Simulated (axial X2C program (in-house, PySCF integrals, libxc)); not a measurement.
## Low determinants of WN⁻ at the PBE0 level, scalar-relativistic

All values were computed with an in-house relativistic program for diatomic molecules. Spin-free means the one-electron spin-free X2C Hamiltonian. Basis: W dyall-acv3z [14s15p10d7f4g], N dyall-av3z [7s7p3d2f] (cores contracted in-house); Gaussian nuclei, density fitting, unrestricted open shells. Masses: W 183.951 u, N 14.003 u.

Search at 1.665 Å (vertical energies from the lowest determinant):

```csv
ΔE (eV),state,electrons beyond evenly filled partner blocks,"electrons in σ, π, δ, φ"
0.00,"M_S = 1, Λ = 0","δ+α, δ-α",32 32 14 4
0.86,"M_S = 0, Λ = 0","δ+β, δ-α",32 32 14 4
0.86,"M_S = 0, Λ = 4","δ+α, δ+β",32 32 14 4
0.95,"M_S = 2, Λ = 1","σα, π+α, δ+α, δ-α",31 33 14 4
1.29,"M_S = 2, Λ = 0","2 × σα, δ+α, δ-α",32 32 14 4
1.50,"M_S = 1, Λ = 1","σα, π+β, δ+α, δ-α",31 33 14 4
1.75,"M_S = 0, Λ = 3","π+α, δ+β",32 33 13 4
```

Lowest determinant, M_S = 1, Λ = 0 (beyond evenly filled blocks: δ+α, δ-α): Re = 1.661 Å, ωe = 1126.2 cm⁻¹.

The determinant in row 2 of the search, M_S = 0, Λ = 0 (beyond evenly filled blocks: δ+β, δ-α), was followed along the bond at PBE0; measured from the minimum of the lowest determinant it gives:

Te = 0.858 eV (6920 cm⁻¹), Re = 1.655 Å, ωe = 1154.6 cm⁻¹.

(1) Compare the bond of the determinant in row 2 with that of the lowest one.

The search compares states at one distance, so a state with another bond length can lie lower; it is not exhaustive and yields mostly the lowest determinant of each block pattern, so other components and higher states of one pattern are missing. These are energies of single determinants, not of spin-adapted states; PBE0 term energies can be off by some tenths of an eV, and the functional has no current term. The lowest determinant need not be the ground state where others lie within half an eV. For an anion, determinants above electron detachment are held by the basis set. Spin–orbit coupling is large for these atoms, so the spin-free order is a model. The highest occupied level of some functionals is positive through self-interaction error; at Hartree–Fock it is bound. Row 1 is spin-contaminated (⟨S²⟩ = 2.13 against 2.00), so its values are not those of a pure state. Row 2 is spin-contaminated (⟨S²⟩ = 1.00 against 0.00), so its values are not those of a pure state. Row 1 has a positive highest level at its minimum. Row 2 has a positive highest level at its minimum.

## Answers

(1) At PBE0 its Re is 0.006 Å shorter and its force constant, which goes as ωe², is 1.05 times that of the lowest determinant. This determinant mixes spin states, so it has no term energy of its own.
